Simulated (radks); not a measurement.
Coulomb parameter of the 3d shell of the nickel ion Ni+ in the model configuration [Ar] 3d7.5 4p1.5, as a second difference U = [E(n + 0.5) + E(n - 0.5) - 2 E(n)] / (0.5)^2 with all orbitals relaxed. "Bare": the charge of the atom changes with n. "Screened": the 4p shell takes up the change at fixed total charge, which measures U(3d,3d) + U(4p,4p) - 2 U(3d,4p). Method: scalar-relativistic Kohn-Sham, PBE, spin-unpolarised, spherical densities, finite nucleus; Fermi nuclear charge, rms radius 3.7757 fm; computed with a radial shooting solver on a logarithmic mesh with Libxc functionals.

| case | configuration | E - E(n) (eV) |
|---|---|---|
| start | [Ar] 3d7.5 4p1.5 | 0.000 |
| bare +0.5 | [Ar] 3d8 4p1.5 | -9.682 |
| bare -0.5 | [Ar] 3d7 4p1.5 | 13.637 |
| screened +0.5 | [Ar] 3d8 4p1 | -6.229 |
| screened -0.5 | [Ar] 3d7 4p2 | 7.654 |

U(bare) = 15.821 eV, U(screened by 4p) = 5.698 eV, against the Slater integral F0(3d,3d) = 26.809 eV with frozen orbitals.
